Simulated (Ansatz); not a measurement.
Two structures of AlNH8O4, closed shell, reached by relaxing down either side of one saddle point (PBE0-D4/def2-TZVP). Energies are electronic, without zero-point energy. Ansatz 0.2.0; basis: def2-TZVPP and def2-QZVPP; cores frozen in the correlated methods. Extrapolation: Hartree–Fock as exp(−7.88 √X), correlation as X^−2.97. First:

```
atom    x (Å)    y (Å)    z (Å)
 Al1  -0.1244  -0.7095   0.6575
  O2   0.5591   0.7986   1.2266
  O3  -1.8295  -0.8918   0.7880
  O4   0.9234  -2.0339   0.9826
  H5   0.0711   0.5613  -1.4978
  N6  -0.0591  -0.4454  -1.3106
  H7   0.6117   1.9340  -0.0639
  O8   0.5385   2.2862  -0.9834
  H9   1.3244   0.7394   1.7978
 H10  -2.3161  -0.6970   1.5848
 H11   0.5744  -2.8892   1.2231
 H12  -0.9365  -0.7462  -1.7214
 H13   0.6966  -0.9600  -1.7485
 H14  -0.0337   3.0537  -0.9347
```

Second:

```tsv
atom	x (Å)	y (Å)	z (Å)
Al1	-0.2889	-0.7702	0.4585
O2	0.4363	0.8421	1.1693
O3	-1.9521	-0.8785	0.8489
O4	0.9186	-1.7630	1.1821
H5	0.3193	1.1658	-1.3531
N6	-0.1576	-0.4232	-1.3574
H7	0.5964	1.5077	0.4039
O8	0.6828	2.0590	-1.0017
H9	1.2658	0.6529	1.6206
H10	-2.2685	-0.9469	1.7465
H11	0.8432	-2.7097	1.2685
H12	-1.0251	-0.5534	-1.8635
H13	0.5581	-0.9334	-1.8597
H14	0.0716	2.7510	-1.2629
```

Q: Which bonds change from the first to the second?

A: AlH₃O₃ ([OH][Al]([OH])[OH]) + H₂O + NH₃ → AlNH₄O₂ ([NH2][Al]([OH])[OH]) + H₂O + H₂O (still joined by a long Al–O bond); bonds formed: O2–H7, H5–O8; bonds broken: H5–N6, H7–O8; bonds weakened to dative contacts: Al1–O2.

Q: Give the saddle point's structure and its height above each. (An estimate is asked for; the value comes from the calculation.)

A: By the calculation: 0.897 eV above the first and 0.127 eV above the second (CCSD(T) at an estimated basis limit (MP2 extrapolated from triple and quadruple zeta, plus CCSD(T) − MP2 in triple zeta)).
Al1  (-0.250, -0.729, 0.503)
O2  (0.436, 0.879, 1.146)
O3  (-1.924, -0.890, 0.829)
O4  (0.940, -1.790, 1.144)
H5  (0.277, 0.990, -1.326)
N6  (-0.140, -0.356, -1.344)
H7  (0.605, 1.543, 0.266)
O8  (0.687, 1.979, -0.971)
H9  (1.241, 0.762, 1.658)
H10  (-2.277, -0.974, 1.712)
H11  (0.803, -2.729, 1.240)
H12  (-1.026, -0.478, -1.820)
H13  (0.548, -0.899, -1.853)
H14  (0.080, 2.691, -1.184)
(Å)

The T1 diagnostic stays at or below 0.011.

Labels in which every atom is bracketed show which atoms are joined, not bond orders.

For scale, one of the runs: CCSD(T)/def2-TZVPP, 309 basis functions, launched by `ansatz run in.yaml --threads 4 --pin off --events-out ev --progress --plain --max-ram 46080MiB --backend cuda --devices 0, --max-vram 37GiB`. Time: 9 s of wall clock on 4 CPU threads of an AMD EPYC 7R13 and a share of one NVIDIA H100; the host was shared. Peak host memory: 0.86 GiB.
